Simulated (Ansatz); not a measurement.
Consider the ligand exchange at a Mo–O bond: `[O]=[Mo](=[O])([OH])[Cl]` + HCl → `[O]=[Mo](=[O])([Cl])[Cl]` + H₂O.

Isolated molecules relaxed with PBE0-D4/def2-TZVP in Ansatz; ΔE leaves out vibrations. CBS: MP2 limit from def2 TZ/QZ plus the TZ coupled-cluster correction, frozen cores. This one scheme is used for every species. Functionals use def2-TZVPP. HSE06 is defined as in plane-wave codes. def2 core potentials past Kr. For Mo outer-core shells are correlated without core-valence functions, which leaves a few kJ/mol of doubt a bond. One conformer a species, not always the lowest.

`[O]=[Mo](=[O])([OH])[Cl]`:

```xyz
6

O     1.327   -1.267    0.665
Mo    0.407   -0.066   -0.038
O     0.458   -0.279   -1.693
O    -1.343   -0.204    0.577
Cl    1.272    1.952    0.473
H    -2.121   -0.136    0.016
```

HCl:

```xyz
2

Cl    0.105   -0.491   -0.396
H    -0.105    0.491    0.396
```

`[O]=[Mo](=[O])([Cl])[Cl]`:

Z-matrix (Å, degrees):
```
Mo
O 1 1.663
Cl 1 2.242 2 109.6
Cl 1 2.242 2 109.6 3 122.9
O 1 1.663 2 106.8 3 -118.6
```

H₂O:

Cartesian coordinates in Å:
```
O -0.047 0.008 -0.386
H 0.604 0.485 0.132
H -0.557 -0.493 0.254
```

```
             level  ΔE (eV)
          HSE06-D4    -0.31
            B2PLYP    -0.32
            revPBE    -0.28
       HF/def2-SVP    -0.16
     CCSD/def2-SVP    -0.19
     HF/def2-QZVPP    -0.24
SCS-MP2/def2-QZVPP    -0.46
     MP2/CBS(def2)    -0.56
```

Problem. What does CCSD(T)/CBS give? (Estimate.)

Solution. The calculation gave: -0.36 eV. The listed levels differ from it by 0.05, 0.04, 0.08, 0.20, 0.17, 0.12, -0.10, -0.20 eV.

Largest T1 diagnostic among the species: 0.024, so the coupled-cluster value is less sure than usual.

In def2-TZVPP, CCSD(T) changes the Hartree–Fock value by −0.08 eV (the triples alone add −0.03 eV) and MP2 by −0.28 eV. Leaving LDA and LC-ωPBE aside and taking each functional with its dispersion term where it has one, the values, not all of them listed here, spread over 0.18 eV, from PBE-QIDH to CAM-B3LYP-D4. LDA lies +0.04 eV from PBE without D4.
